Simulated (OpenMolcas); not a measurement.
**OpenMolcas run: Ag2+**

Input:

```
&GATEWAY
Coord
1

Ag 0.0 0.0 0.0
Basis=ANO-R2
Group=XYZ
NoMove
AngMom=0.0 0.0 0.0
AMFI
&SEWARD
&RASSCF
FileOrb=start.orb
Symmetry=1
Spin=2
nActEl=9 0 0
Inactive=9 9
Ras2=6 0
CIRoot=29 29 1
SDav=70
CIMx=300
Iter=120 100
PrWF=0.3
OrbListing=Nothing
MaxOrb=0
Atom
>>> COPY $Project.JobIph JOB001
&RASSCF
FileOrb=start.orb
Symmetry=1
Spin=4
nActEl=9 0 0
Inactive=9 9
Ras2=6 0
CIRoot=20 20 1
SDav=20
CIMx=300
Iter=120 100
PrWF=0.3
OrbListing=Nothing
MaxOrb=0
Atom
CIOnly
>>> COPY $Project.JobIph JOB002
&RASSI
NrOfJobIphs=2 29 10
1 2 3 4 5 6 7 8 9 10 11 12 13 14 15 16 17 18 19 20 21 22 23 24 25 26 27
28 29
1 2 3 4 5 6 7 8 9 10
IphNames
JOB001
JOB002
EJob
SpinOrbit
DIPRint=1.0
SOCoupling=1000.0
Subsets=2
MEES
Property=10
'ANGMOM' 1 'ANGMOM' 2 'ANGMOM' 3 'MLTPL  1' 1 'MLTPL  1' 2 'MLTPL  1' 3
'AMFI' 1 'AMFI' 2 'AMFI' 3 'MLTPL  2' 6
SOProperty=3
'ANGMOM' 1 'ANGMOM' 2 'ANGMOM' 3
```

A driver script runs the steps one by one and writes start.orb anew before each from the orbitals found so far, so a CI-only block uses the converged orbitals of the first block.

Output, cut to the results:

```
--- SEWARD ---
Basis set label: AG.ANO-R...7S5P4D2F1G.

      Electronic valence basis set:
      ------------------
      Associated Effective Charge  47.000000 au
      Associated Actual Charge     47.000000 au
      Nuclear Model: Finite nucleus - Gaussian distribution
        Gaussian exponent, Xi/bohr**(-2):  2.03890E+08

      Shell  nPrim  nBasis  Cartesian Spherical Contaminant
         s      23       7        X
         p      16       5        X
         d      12       4                 X
         f       6       2                 X
         g       5       1                 X
                  Relativistic X2C integrals
                  Atomic mean-field integrals
--- RASSCF ---
Wave function specifications:
      -----------------------------

      Number of closed shell electrons          36
      Number of electrons in active shells       9
      Max number of holes in RAS1 space          0
      Max nr of electrons in RAS3 space          0
      Number of inactive orbitals               18
      Number of active orbitals                  6
      Number of secondary orbitals              41
      Spin quantum number                      0.5
      State symmetry                             1
Orbital specifications:
      -----------------------

      Symmetry species                           1   2
                                                ag  au
      Frozen orbitals                            0   0
      Inactive orbitals                          9   9
      Active orbitals                            6   0
      RAS1 orbitals                              0   0
      RAS2 orbitals                              6   0
      RAS3 orbitals                              0   0
      Secondary orbitals                        21  20
      Deleted orbitals                           0   0
      Number of basis functions                 36  29
      Number of CSFs                            70
      Number of root(s) required                29
      Iter CI   SX   CI       RASSCF       Energy    max ROT     max BLB   max BLB  Level Ln srch  Step   QN
          iter iter root      energy       change     param      element    value   shift minimum  type update
 Nr of preliminary CI iterations:   1
      Total energies have been shifted. Add                -5000.00 au
        1   1    8    0  -311.60471065    0.00E+00  -2.77E-02    8  14 2  4.47E-02*  0.00   0.00    SX    NO
        2   1    8    0  -311.60683178   -2.12E-03*  7.53E-03    8  14 2 -2.96E-02*  0.00   0.00    SX    NO
        3   1    8    0  -311.60741210   -5.80E-04*  4.33E-03    8  14 2  1.78E-02*  0.00   0.00    SX    NO
        4   1    7    0  -311.60761777   -2.06E-04*  2.66E-03    8  14 2 -1.07E-02*  0.00   0.00    SX    NO
        5   1    7    0  -311.60769290   -7.51E-05*  9.89E-04    8  14 2  6.50E-03*  0.00   0.62    QN   YES
        6   1    5    0  -311.60773599   -4.31E-05*  2.51E-05    8  14 2  3.26E-05   0.00   1.00    QN   YES
        7   1    4    0  -311.60773599   -1.44E-09  -5.96E-06   15  16 1 -3.48E-06   0.00   1.09    QN   YES
      Convergence after  7 iterations
        8   1    4    0  -311.60773599   -1.91E-11  -5.96E-06   12  20 1  4.47E-07   0.00   1.09    QN   YES
      Natural orbitals and occupation numbers for root  1
      sym 1:   1.999701   1.000875   1.998716   1.998983   1.998763   0.002963
      Natural orbitals and occupation numbers for root  2
      sym 1:   1.998681   1.999685   1.999032   1.998736   1.000928   0.002937
      Natural orbitals and occupation numbers for root  3
      sym 1:   1.999595   1.998586   1.999219   1.001163   1.998619   0.002819
::    RASSCF root number  1 Total energy:  -5311.88061289
::    RASSCF root number  2 Total energy:  -5311.88061289
::    RASSCF root number  3 Total energy:  -5311.88061289
::    RASSCF root number  4 Total energy:  -5311.88061289
::    RASSCF root number  5 Total energy:  -5311.88061289
::    RASSCF root number  6 Total energy:  -5311.59299455
::    RASSCF root number  7 Total energy:  -5311.59299455
::    RASSCF root number  8 Total energy:  -5311.59299455
::    RASSCF root number  9 Total energy:  -5311.59299455
::    RASSCF root number 10 Total energy:  -5311.59299455
::    RASSCF root number 11 Total energy:  -5311.59299455
::    RASSCF root number 12 Total energy:  -5311.59299455
::    RASSCF root number 13 Total energy:  -5311.55634394
::    RASSCF root number 14 Total energy:  -5311.55634394
...
--- RASSI ---
SPIN-FREE ENERGIES:
  (Shifted by EMIN (a.u.) =      -5311.8806128934)

 SF State       Relative EMIN(au)   Rel lowest level(eV)    D:o, cm**(-1)      L_eff

     1             0.0000000000        0.0000000000              0.0000         2.0
     2             0.0000000000        0.0000000000              0.0000         2.0
     3             0.0000000000        0.0000000000              0.0000         2.0
     4             0.0000000000        0.0000000000              0.0000         2.0
     5             0.0000000000        0.0000000000              0.0000         2.0
    30             0.2505014605        6.8164919970          54978.7157         3.0
    31             0.2505014605        6.8164919970          54978.7157         3.0
    32             0.2505014605        6.8164919970          54978.7157         3.0
    33             0.2505014605        6.8164919970          54978.7157         3.0
    34             0.2505014605        6.8164919970          54978.7157         3.0
    35             0.2505014605        6.8164919970          54978.7157         3.0
    36             0.2505014605        6.8164919970          54978.7157         3.0
     6             0.2876183476        7.8264939477          63124.9308         3.0
     7             0.2876183476        7.8264939477          63124.9308         3.0
     8             0.2876183476        7.8264939477          63124.9308         3.0
     9             0.2876183476        7.8264939477          63124.9308         3.0
    10             0.2876183476        7.8264939477          63124.9308         3.0
    11             0.2876183476        7.8264939477          63124.9308         3.0
    12             0.2876183476        7.8264939477          63124.9308         3.0
    37             0.3207649450        8.7284588129          70399.7681         1.0
    38             0.3207649450        8.7284588129          70399.7681         1.0
...
```

Levels above the lowest, from the spin-orbit matrix, grouped by J:

```csv
Configuration,Term,J,E (cm⁻¹),Measured (cm⁻¹),g,Term weight %,Second
4d⁹,²D,5/2,0.0,0.0,1.200,100,
4d⁹,²D,3/2,4634,4607,0.800,100,
4d⁸ 5s,⁴F,9/2,53915,63250,1.333,100,
4d⁸ 5s,⁴F,7/2,56376,65764,1.232,94,6 ²F
4d⁸ 5s,⁴F,5/2,58597,68145,1.029,97,
4d⁸ 5s,⁴F,3/2,59899,69351,0.419,95,5 ²D
4d⁸ 5s,²F,7/2,63404,71691,1.147,93,6 ⁴F
4d⁸ 5s,²F,5/2,66562,73934,0.953,78,16 ²D
4d⁸ 5s,⁴P,5/2,70046,76406,1.420,68,15 ²D
4d⁸ 5s,⁴P,3/2,71595,,1.279,49,42 ²D
4d⁸ 5s,⁴P,1/2,73777,,2.664,100,
4d⁸ 5s,⁴P,3/2,74072,,1.294,51,43 ²D
4d⁸ 5s,²D,5/2,75594,82231,1.286,67,26 ⁴P
4d⁸ 5s,²G,9/2,80248,85599,1.112,100,
4d⁸ 5s,²G,7/2,80294,85727,0.891,99,
4d⁸ 5s,²P,3/2,80358,,1.275,89,11 ²D
4d⁸ 5s,²P,1/2,81356,,0.673,100,
```

Against the 11 measured excited levels shown (Moore, Atomic Energy Levels, vol. III, NSRDS-NBS 35 (1971 reprint of NBS Circular 467, 1958)) the mean absolute deviation is 7000 cm-1; the largest miss in energy is 4d⁸ 5s ⁴F_5/2: computed 58597, measured 68145 cm⁻¹ (-14.0 %).

Without dynamic correlation excited terms often stand tens of per cent too high (terms of higher spin than the ground term too low), and those without a measured partner can miss by more than the paired ones. Some levels mix across a computed gap that differs much from the measured one, so their mixing is not that of the real levels. Terms from blocks run as CI alone lack orbitals of their own. A single d shell beside an s shell can misplace configurations of different d count against each other. Computed and measured levels are paired by configuration, term and J; levels that our copy of the source lacks, or whose pairing is in doubt (as where it misses far off the trend of its configuration), stay unpaired and out of the deviations. Levels of configurations outside the active space are missing. The first state left out of the spin-orbit step lies near 110000 cm-1 above the lowest spin-free state of the reference (among the parities and spins computed), and the list stops at four fifths of that energy or lower.

The term weight is that of the spin-free term in the level, not the purity of its configuration.
